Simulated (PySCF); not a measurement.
C4H12Ge (SMILES [CH3][Ge]([CH3])([CH3])[CH3]), singlet, at a GFN2-xTB geometry; DF-HF/def2-TZVP (PySCF).

Here is a job for PySCF.
```python
from pyscf import gto, scf

mol = gto.Mole()
mol.atom = '''
    C    -0.239471   -1.065952   -1.659899
    Ge    0.000000    0.000000   -0.000000
    C    -0.067197    1.936485   -0.440882
    C    -1.452323   -0.437865    1.283704
    C     1.758991   -0.432668    0.817077
    H    -1.195748   -0.846218   -2.125425
    H    -0.206362   -2.129771   -1.443892
    H     0.544068   -0.843403   -2.378233
    H     0.061617    2.540654    0.452343
    H    -1.021103    2.197555   -0.889625
    H     0.718713    2.200370   -1.142433
    H    -2.425299   -0.209483    0.858704
    H    -1.435912   -1.493036    1.540238
    H    -1.342578    0.133616    2.200673
    H     1.819614   -1.487768    1.067186
    H     2.570043   -0.201400    0.132844
    H     1.912947    0.138884    1.727621
'''
mol.basis = 'def2-tzvp'
mol.charge = 0
mol.spin = 0
mol.verbose = 4
mol.build()

mf = scf.RHF(mol)
mf = mf.density_fit(auxbasis='def2-universal-jkfit')
mf.kernel()
```

The log (banner, timings and long lists left out):

```
PySCF version 2.14.0

[INPUT] verbose = 4
[INPUT] num. atoms = 17
[INPUT] num. electrons = 68
[INPUT] charge = 0
[INPUT] spin (= nelec alpha-beta = 2S) = 0
[INPUT] symmetry False subgroup None
[INPUT] Mole.unit = angstrom
[INPUT] Symbol           X                Y                Z      unit          X                Y                Z       unit  Magmom
[INPUT]  1 C     -0.239471000000  -1.065952000000  -1.659899000000 AA   -0.452534604776  -2.014357341932  -3.136754504439 Bohr   0.0
[INPUT]  2 Ge     0.000000000000   0.000000000000   0.000000000000 AA    0.000000000000   0.000000000000   0.000000000000 Bohr   0.0
[INPUT]  3 C     -0.067197000000   1.936485000000  -0.440882000000 AA   -0.126983926392   3.659426294328  -0.833146233250 Bohr   0.0
[INPUT]  4 C     -1.452323000000  -0.437865000000   1.283704000000 AA   -2.744492714407  -0.827444929533   2.425848985009 Bohr   0.0
[INPUT]  5 C      1.758991000000  -0.432668000000   0.817077000000 AA    3.324011245575  -0.817624022863   1.544051752681 Bohr   0.0
[INPUT]  6 H     -1.195748000000  -0.846218000000  -2.125425000000 AA   -2.259636233996  -1.599120261677  -4.016471148304 Bohr   0.0
[INPUT]  7 H     -0.206362000000  -2.129771000000  -1.443892000000 AA   -0.389967662517  -4.024683898041  -2.728560433450 Bohr   0.0
[INPUT]  8 H      0.544068000000  -0.843403000000  -2.378233000000 AA    1.028139513140  -1.593800682637  -4.494209030403 Bohr   0.0
[INPUT]  9 H      0.061617000000   2.540654000000   0.452343000000 AA    0.116439254617   4.801140237281   0.854804384364 Bohr   0.0
[INPUT] 10 H     -1.021103000000   2.197555000000  -0.889625000000 AA   -1.929605014972   4.152777093669  -1.681147603566 Bohr   0.0
[INPUT] 11 H      0.718713000000   2.200370000000  -1.142433000000 AA    1.358170732165   4.158096672709  -2.158885485665 Bohr   0.0
[INPUT] 12 H     -2.425299000000  -0.209483000000   0.858704000000 AA   -4.583150880182  -0.395865497752   1.622715382069 Bohr   0.0
[INPUT] 13 H     -1.435912000000  -1.493036000000   1.540238000000 AA   -2.713480418976  -2.821429134116   2.910627986648 Bohr   0.0
[INPUT] 14 H     -1.342578000000   0.133616000000   2.200673000000 AA   -2.537104720866   0.252497645860   4.158669259725 Bohr   0.0
[INPUT] 15 H      1.819614000000  -1.487768000000   1.067186000000 AA    3.438572112424  -2.811474056892   2.016689263970 Bohr   0.0
[INPUT] 16 H      2.570043000000  -0.201400000000   0.132844000000 AA    4.856677398356  -0.380590841487   0.251038777292 Bohr   0.0
[INPUT] 17 H      1.912947000000   0.138884000000   1.727621000000 AA    3.614945920808   0.262452723084   3.264730537047 Bohr   0.0

nuclear repulsion = 395.501409293342
number of shells = 108
number of NR pGTOs = 380
number of NR cGTOs = 244
basis = def2-tzvp
ecp = {}

******** <class 'pyscf.df.df_jk.DFRHF'> ********
method = DFRHF
initial guess = minao
damping factor = 0
level_shift factor = 0
DIIS = <class 'pyscf.scf.diis.CDIIS'>
diis_start_cycle = 1
diis_space = 8
diis_damp = 0
SCF conv_tol = 1e-09
SCF conv_tol_grad = None
SCF max_cycles = 50
direct_scf = False
Set gradient conv threshold to 3.16228e-05
Initial guess from minao.
******** <class 'pyscf.df.df.DF'> ********
auxbasis = def2-universal-jkfit
init E= -2233.48127633732
  HOMO = -0.304179031654165  LUMO = 0.0658287468792409  gap/eV = 10.06842
cycle= 1 E= -2233.85743543099  delta_E= -0.376  |g|= 0.432  |ddm|=  2.7
  HOMO = -0.406842778942397  LUMO = 0.113854585820032  gap/eV = 14.16890
cycle= 2 E= -2233.90338891271  delta_E= -0.046  |g|= 0.225  |ddm|= 0.425
  HOMO = -0.401747861744582  LUMO = 0.116895864141235  gap/eV = 14.11301
cycle= 3 E= -2233.90852449678  delta_E= -0.00514  |g|= 0.0646  |ddm|= 0.14
  HOMO = -0.403548143921067  LUMO = 0.118787728602385  gap/eV = 14.21348
cycle= 4 E= -2233.90951867327  delta_E= -0.000994  |g|= 0.00506  |ddm|= 0.0744
  HOMO = -0.403925821259981  LUMO = 0.118887593131255  gap/eV = 14.22648
cycle= 5 E= -2233.90953348129  delta_E= -1.48e-05  |g|= 0.000893  |ddm|= 0.0141
  HOMO = -0.40424946991234  LUMO = 0.118846310732614  gap/eV = 14.23416
cycle= 6 E= -2233.90953400016  delta_E= -5.19e-07  |g|= 0.000285  |ddm|= 0.00328
  HOMO = -0.40418632691615  LUMO = 0.118861251341265  gap/eV = 14.23285
cycle= 7 E= -2233.90953404174  delta_E= -4.16e-08  |g|= 5.92e-05  |ddm|= 0.000723
  HOMO = -0.404203792279555  LUMO = 0.118857457394906  gap/eV = 14.23322
cycle= 8 E= -2233.9095340435  delta_E= -1.77e-09  |g|= 1.24e-05  |ddm|= 0.000142
  HOMO = -0.404203635496343  LUMO = 0.11885754507896  gap/eV = 14.23322
cycle= 9 E= -2233.90953404356  delta_E= -6.14e-11  |g|= 3.36e-06  |ddm|= 1.56e-05
  HOMO = -0.404203950062954  LUMO = 0.118857511120407  gap/eV = 14.23323
Extra cycle  E= -2233.90953404357  delta_E= -7.28e-12  |g|= 1.71e-06  |ddm|= 7.37e-06
converged SCF energy = -2233.90953404357
```
